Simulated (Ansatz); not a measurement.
Start from `Br[SiH]1BC1` and change one element to get `Cl[SiH]1BC1`.

Ansatz, PBE0-D4/def2-TZVP geometries, multiplicity 1. 

Scalar relativity is left out up to krypton.

| property | `Br[SiH]1BC1` |
| --- | --- |
| size of the dipole moment (B3LYP/def2-TZVPP) / D | 1.32 |
| ideal-gas entropy at 298 K and 1 bar (rigid rotor, harmonic PBE0-D4/def2-TZVP) / J/(mol·K) | 322 |
| HOMO energy (ωB97M-V/def2-TZVPP) / eV | -9.21 |
| LUMO energy (ωB97M-V/def2-TZVPP) / eV | 0.41 |
| LUMO energy (B3LYP/def2-TZVPP) / eV | -1.70 |
| LUMO energy (PBE/def2-TZVPP) / eV | -2.44 |

Q: What does the change do to each property? (An estimate is asked.)

A: Ansatz gave: 
```csv
property,`Cl[SiH]1BC1`,shift
size of the dipole moment (B3LYP/def2-TZVPP) / D,1.29,-0.03
"ideal-gas entropy at 298 K and 1 bar (rigid rotor, harmonic PBE0-D4/def2-TZVP) / J/(mol·K)",310,-12
HOMO energy (ωB97M-V/def2-TZVPP) / eV,-9.24,-0.03
LUMO energy (ωB97M-V/def2-TZVPP) / eV,0.52,0.11
LUMO energy (B3LYP/def2-TZVPP) / eV,-1.62,0.08
LUMO energy (PBE/def2-TZVPP) / eV,-2.37,0.07
```

Dipoles are sizes alone; their direction can turn.

B3LYP here is the variant with VWN-RPA as its local correlation; programs differ in this.

Spin–orbit coupling is left out; it splits and shifts lone-pair levels of the heavy atoms by tenths of an eV.
